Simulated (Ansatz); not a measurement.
`C[SiH2]BO` and `C[SiH2]BS` differ in one element.

Ansatz, PBE0-D4/def2-TZVP geometries, multiplicity 1. Each molecule was computed in one conformer, which needn't be the lowest.

```csv
property,`C[SiH2]BO`
LUMO energy (PBE/def2-TZVPP) / eV,-1.87
LUMO energy (PBE0/def2-TZVPP) / eV,-0.90
zero-point energy (PBE0-D4/def2-TZVP) / kJ/mol,213.1
HOMO–LUMO gap (PBE0/def2-TZVPP) / eV,6.68
HOMO–LUMO gap (ωB97M-V/def2-TZVPP) / eV,10.81
HOMO energy (PBE/def2-TZVPP) / eV,-6.32
```

Task: What does the change do to each property? (Estimate.)

Result: The calculation gave: 
| property | `C[SiH2]BS` | shift |
| --- | --- | --- |
| LUMO energy (PBE/def2-TZVPP) / eV | -2.60 | -0.73 |
| LUMO energy (PBE0/def2-TZVPP) / eV | -1.71 | -0.81 |
| zero-point energy (PBE0-D4/def2-TZVP) / kJ/mol | 200.7 | -12.4 |
| HOMO–LUMO gap (PBE0/def2-TZVPP) / eV | 6.20 | -0.48 |
| HOMO–LUMO gap (ωB97M-V/def2-TZVPP) / eV | 10.27 | -0.54 |
| HOMO energy (PBE/def2-TZVPP) / eV | -6.69 | -0.37 |

With PBE0 the HOMO falls by 0.32 eV and the LUMO falls by 0.81 eV, so the gap narrows by about 0.49 eV. PBE moves the HOMO by -0.37 eV and ωB97M-V by -0.28 eV.
